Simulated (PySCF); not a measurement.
A TDDFT job was run through a driver script with this input:

```
{"job": {"kind": "uv", "xc": "CAM-B3LYP", "basis": "def2-SVPD", "nstates": 8, "ntriplets": 3}, "charge": 0, "multiplicity": 1}
C     -1.859955    -1.955330    -0.064099
O     -1.394130    -0.637664     0.098570
Si     0.012848    -0.003025    -0.343776
F      0.104970    -0.029842    -1.964340
O      1.226690    -0.866717     0.255129
C      2.609986    -0.624242     0.172248
O      0.115750     1.522308     0.147063
C     -0.773249     2.587816    -0.086070
H     -1.940697    -2.203090    -1.123761
H     -2.843251    -2.011026     0.402978
H     -1.181684    -2.661080     0.416289
H      2.851396     0.351105     0.594941
H      2.940418    -0.654271    -0.867020
H      3.111359    -1.407546     0.740400
H     -0.837486     2.804394    -1.153664
H     -1.767518     2.343175     0.288708
H     -0.382446     3.457065     0.442889
```

The program printed, after the SCF cycles:

```
converged SCF energy = -734.3698235431

Static polarisability (au): isotropic 69.323, principal 60.317 73.813 73.839

Singlet excitations
state   eV       nm        f      main configurations
  1   8.0257    154.5   0.00086   H->L 0.74
  2   8.0281    154.4   0.00087   H-1->L 0.74
  3   8.4109    147.4   0.00403   H-2->L 0.57, H->L+2 0.12, H-1->L+1 0.12
  4   8.7106    142.3   0.00361   H-5->L 0.56, H-2->L 0.10
  5   8.7192    142.2   0.00058   H-3->L 0.72
  6   8.7203    142.2   0.00062   H-4->L 0.69
  7   8.9618    138.3   0.01069   H->L+3 0.30, H->L+1 0.19, H-1->L+2 0.18
  8   8.9645    138.3   0.01076   H-1->L+3 0.30, H->L+2 0.22, H-1->L+1 0.16

Triplet excitations (Tamm-Dancoff, eV): 7.8160 7.8179 8.1779
```

Level of theory: PySCF 2.14.0, density-fitted response routines, TDDFT CAM-B3LYP/def2-SVPD, vertical, gas phase, core orbitals frozen in the response. Geometry: GFN2-xTB, one conformer, isolated molecule.

Question: What is the gap between the lowest singlet and the lowest triplet?

Answer: 8.0257 − 7.8160 = 0.2097 eV (full response against Tamm–Dancoff).

Question: How much of the mean polarisability do the listed states account for?

Answer: The sum over states Σ f/ΔE² (ΔE in hartree) gives 0.31 au, under 1% of the total; the rest comes from higher roots of the same response equations.

Question: What is the polarisability anisotropy, √(½[(α1 − α2)² + (α2 − α3)² + (α3 − α1)²])?

Answer: 13.51 au.

Question: What transition dipole goes with state 8?

Answer: |μ|² = 3f / (2ΔE) = 3 × 0.0108 / (2 × 0.3294) = 0.049 au, so |μ| = 0.56 D.

Question: Which orbital energies lie behind H and L?

Answer: HOMO -10.02 eV and LUMO 1.05 eV, a gap of 11.07 eV; state 1 differs from that by -3.04 eV.

Question: Which species is it?

Answer: `CO[Si](F)(OC)OC` (C3H9FO3Si), point group C3.

H and L stand for HOMO and LUMO.

The run took 2.3 min wall on one thread of an Arm Neoverse N1, shared host with 64 logical CPUs at a one-minute load of 60, and the process peaked at 1.1 GiB of memory.

Conformer computed: `[CH3:1][O:2][Si:3]([F:4])([O:5][CH3:6])[O:7][CH3:8]`: C1–O2–Si3–F4 65°, O2–Si3–O5–C6 -176°, O2–Si3–O7–C8 -54°.
